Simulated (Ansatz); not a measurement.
Program: Ansatz. Geometries: PBE0-D4/def2-TZVP. ΔE: electronic, gas phase. CBS: MP2 limit from def2 TZ/QZ plus the TZ coupled-cluster correction, frozen cores. This one scheme is used for every species. DFT in def2-TZVPP. B3LYP here is the variant with VWN-RPA as its local correlation; programs differ in this. Each species was taken in one conformer, which may not be the lowest.

Reaction (silylene formation by 1,1-elimination): `C[SiH2]BS` → `BS` + `C[SiH]`

```tsv
level	ΔE (kJ/mol)
r2SCAN0-D4	243.1
PBE	222.4
B3LYP	203.2
CAM-B3LYP	214.3
RPA@PBE/def2-TZVPP	200.9
HF/def2-SVP	194.7
MP2/def2-TZVPP	230.9
HF/CBS(def2)	196.2
```

(1) What does CCSD(T)/CBS give? (An estimate is asked.)

Largest T1 diagnostic among the species: 0.015.

## Answers

(1) Ansatz gave: +222.6 kJ/mol. The listed levels differ from it by 20.5, -0.2, -19.4, -8.3, -21.7, -27.9, 8.3, -26.4 kJ/mol.

The D4 term adds +13.7 kJ/mol with B3LYP and +7.7 kJ/mol with PBE0; it sums over pairs of atoms, weighted by their polarisabilities, and B3LYP, whose exchange is more repulsive, gets the larger term. From BLYP to BHLYP (50 % exact exchange), in def2-TZVPP and without D4, ΔE moves by +22.0 kJ/mol. In def2-TZVPP, CCSD(T) changes the Hartree–Fock value by +20.6 kJ/mol (the triples alone add +4.9 kJ/mol) and MP2 by +34.5 kJ/mol.
